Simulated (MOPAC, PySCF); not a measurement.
Isomers of CH5AlO2: 1 is [CH3][Al]([OH])[OH], 2 is C[O][AlH][OH]; one conformer of each (the lowest of an xTB search), B3LYP-D3(BJ)/def2-TZVP minima.
Isomer 1 (charge 0, multiplicity 1):
```tsv
atom	x (Å)	y (Å)	z (Å)
C	-1.1339	-1.0115	-0.0221
Al	0.3065	0.2839	0.0048
O	1.9103	-0.2833	-0.0323
O	-0.0754	1.9412	0.0658
H	-1.0600	-1.6609	-0.8978
H	-1.0910	-1.6608	0.8559
H	-2.1110	-0.5270	-0.0378
H	2.7010	0.2558	-0.0211
H	0.5534	2.6626	0.0847
```
Isomer 2 (charge 0, multiplicity 1, Z-matrix in Å and degrees):
```
O
C 1 1.4043
H 2 1.0937 1 110.02
H 2 1.0937 3 108.07 1 120.15
H 2 1.0965 3 108.03 4 116.66
Al 1 1.6846 2 138.47 3 -120.74
O 6 1.6969 1 123.30 2 -0.01
H 7 0.9572 6 126.50 1 -0.02
H 6 1.5586 1 118.51 2 180.00
```

No zero-point or thermal terms.

Rows in 3-21G, 6-31G* carry no dispersion term and start afresh at each structure (6-31G* with six Cartesian d functions). The state that PM6 reach isn't checked.

Run with MOPAC for PM6 (differences of heats of formation); PySCF for 3-21G rows, 6-31G* rows. Values without a source in brackets are computed.

One of these levels gives 16.71 kcal/mol for the electronic energy of isomer 2 less that of isomer 1. Which one is it?
(A) HF/3-21G
(B) PM6
(C) B3LYP/6-31G*

C, B3LYP/6-31G*. The others give 43.83 (PM6), 22.51 (HF/3-21G)
